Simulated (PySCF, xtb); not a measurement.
Sn(OH)(SiH3) (H4OSiSn), SMILES [Sn]([OH])[SiH3] (connectivity only; charge and spin as stated), neutral, multiplicity 1. One conformer was computed; it need not be the lowest.

Harmonic wavenumbers (cm⁻¹) from GFN2-xTB (xtb) at its own minimum, in rising order: 50, 125, 273, 274, 331, 378, 420, 595, 783, 844, 849, 2060, 2066, 2106, 3673.

Q: What does PySCF with PBE0-D3(BJ)/def2-SVP give at its own minimum? (An estimate is asked for; the answer gives what the named calculation found.)

A: 31, 116, 261, 324, 409, 476, 602, 770, 840, 927, 931, 2171, 2182, 2203, 3880. Paired by order, the mean absolute difference is 92 cm⁻¹ and the zero-point energies are 21.2 and 23.0 kcal/mol.
